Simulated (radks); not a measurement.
The nuclear charge of the lithium ion Li2+ is varied continuously with 1 electrons held in 1s1. Calculated with a radial shooting solver on a logarithmic mesh with Libxc functionals: scalar-relativistic Kohn-Sham, LDA (Slater exchange, Perdew-Wang correlation), spin-polarised, spherical densities, point nucleus; open shells are filled with parallel spins first. By the Hellmann-Feynman theorem dE/dZ = E(electron-nucleus)/Z, the electronic potential at the nucleus. The scalar-relativistic energy here is not variational (the density holds large components alone), so the two differ by a part that grows with Z.

| Z | E (hartree) | E(electron-nucleus)/Z (hartree) | HOMO | e(HOMO) (eV) | <r> HOMO (bohr) |
|---|---|---|---|---|---|
| 2 | -1.94186 | -1.96150 | 1s | -41.103 | 0.7715 |
| 2.25 | -2.46343 | -2.21105 | 1s | -53.783 | 0.6838 |
| 2.5 | -3.04740 | -2.46071 | 1s | -68.160 | 0.6139 |
| 2.75 | -3.69379 | -2.71047 | 1s | -84.235 | 0.5570 |
| 3 | -4.40264 | -2.96031 | 1s | -102.01 | 0.5097 |
| 3.25 | -5.17396 | -3.21023 | 1s | -121.48 | 0.4698 |
| 3.5 | -6.00777 | -3.46022 | 1s | -142.65 | 0.4357 |
| 3.75 | -6.90408 | -3.71027 | 1s | -165.53 | 0.4062 |
| 4 | -7.86291 | -3.96038 | 1s | -190.10 | 0.3805 |

The central difference of E at Z = 3 is -2.960 hartree, to compare with the third column; the second derivative is -1 hartree.
